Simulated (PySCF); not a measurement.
Dipole moment and polarisability of trichlorosilane

Trichlorosilane, Cl3HSi.
Cartesian coordinates in Å at the PBE0-D3(BJ)/def2-SVP level; atoms count from 1:
```
atom  x, y, z in Å
Cl1   -0.9485    1.6711   -0.5868
Si2    0.0056    0.0031    0.1125
Cl3   -1.0002   -1.6629   -0.5166
Cl4    1.9090   -0.0365   -0.6308
H5     0.0514    0.0309    1.5874
```

Level: CAM-B3LYP/def2-SVPD (PySCF), static field, nuclei fixed, core orbitals frozen in the response. The polarisability tensor in these axes (au):

```
x   69.32  0.03 -0.36
y    0.03 69.37 -0.29
z   -0.36 -0.29 55.86
```

Task: Diagonalise the tensor; give its mean and Δα, where Δα² is half the sum of the squared differences of the eigenvalues.

Result: Principal values 55.84, 69.31 and 69.40 au; mean 64.85 au = 9.61 Å³ = 10.69 × 10⁻⁴⁰ C²·m²/J; Δα = 13.51 au (21 % of the mean).

Task: What is the dipole moment, and where does it point?

Result: (0.03, 0.02, 1.00) D, 1.00 D in size, pointing from the negative to the positive side. Measured along this direction, the outermost atoms are Cl4, Cl1 and Cl3 at the negative end and H5 at the positive end.

Task: How large is μ²/3kT at 400 K beside α?

Result: In Gaussian units μ²/3kT = 6.06 Å³ against 9.61 Å³, a ratio of 0.63; the Debye molar polarisation (4π/3)N_A(α + μ²/3kT) is 39.5 cm³/mol, leaving out the vibrational part.

Task: What depolarisation ratio follows for Rayleigh scattering of linearly polarised light, taking the static tensor?

Result: ρ = 3Δα²/(45ᾱ² + 4Δα²) = 547.7/(189249 + 730.3) = 0.00288.

Task: Refractivity n − 1 of an ideal gas of it at 298.15 K and 1 atm, from the electronic α?

Result: N = p/kT = 2.4615 × 10¹⁹ cm⁻³, so n − 1 = 2π × N × 9.61 × 10⁻²⁴ cm³ = 1486 × 10⁻⁶ at long wavelengths.

Task: Form Σ f/ω² (atomic units) for the 10 lowest TDDFT singlets, given as eV and f, and set it beside the mean polarisability, which is this sum over all singlets: 7.73, 0.0000; 8.08, 0.0138; 8.08, 0.0147; 8.11, 0.0566; 8.39, 0.0285; 8.39, 0.0273; 8.68, 0.0430; 8.69, 0.0454; 8.71, 0.0384; 8.72, 0.0478.

Result: They add up to 3.26 au, 5.0 % of the 64.85 au; the largest single term is 0.64 au, from the state at 8.11 eV. Terms in order: 0.00, 0.16, 0.17, 0.64, 0.30, 0.29, 0.42, 0.45, 0.37, 0.47 au. Higher excitations give the rest. The strengths listed sum to 0.315.

Isolated species at its PBE0-D3(BJ)/def2-SVP geometry, gas phase.
